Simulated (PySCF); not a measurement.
Correlation energy of Al(2+) (aluminium, charge +2)

[Ne] 3p1, 2P determinant (an excited configuration). Computed with PySCF 2.14 in ANO-RCC-VTZP (5s4p2d1f, 34 functions), with the spin-free X2C one-electron Hamiltonian (Gaussian nucleus). Frozen: 1s2; 9 electrons correlated.

MP2 pair energies summed by pair of shells (mhartree):

```tsv
pair	energy	share (%)
2p-2p	-157.55	77.8
2s-2p	-31.34	15.5
2s-2s	-7.28	3.6
2p-3p	-5.39	2.7
2s-3p	-0.91	0.4
```

Total MP2 correlation energy: -202.46 mhartree.

Same-spin part -58.18 and opposite-spin part -144.28 mhartree; SCS-MP2 scales them by 1/3 and 6/5 to -192.53 mhartree.
